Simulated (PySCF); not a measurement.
Input for PySCF: R-MP2/6-31G* on H2O (SMILES O) with ghost functions.

```python
from pyscf import gto, scf, dft, mp
from pyscf.data.elements import chemcore

mol = gto.M(
    atom='''
    O    -0.47295957    0.11741807    3.18889802
    H    -1.27667811    0.47406030    3.58302233
    H     0.07654313   -0.18708081    3.91955215
    ghost-O    0.48812662   -0.25235612   -1.40219905
    ghost-B    0.21299975   -0.13651343   -0.06670223
    ghost-O    0.60554128    1.00679046    0.59679757
    ghost-O   -0.44347033   -1.17900370    0.53078990
    ghost-H    0.94910488    0.52238930   -1.73633446
    ghost-H    0.36811778    0.99666234    1.53253046
    ghost-H   -0.60127700   -1.02356726    1.46969997
    ''',
    basis='6-31g*',
    cart=True,
    charge=0, spin=0, verbose=3, max_memory=1800)
mf = scf.RHF(mol)
mf.conv_tol = 1e-8
mf.max_cycle = 100
mf.kernel()
if not mf.converged:
    mf = mf.newton().run(mf.mo_coeff, mf.mo_occ)
pt = mp.MP2(mf, frozen=chemcore(mol)).run()
```

Output:

```
converged SCF energy = -76.0114789389315
E(RMP2) = -76.1997407723083  E_corr = -0.188261833376816
E(SCS-RMP2) = -76.195651706636  E_corr = -0.18417276770453
```

The calculation finished and met its thresholds.

Cost: around 2.2 core-seconds (rough).
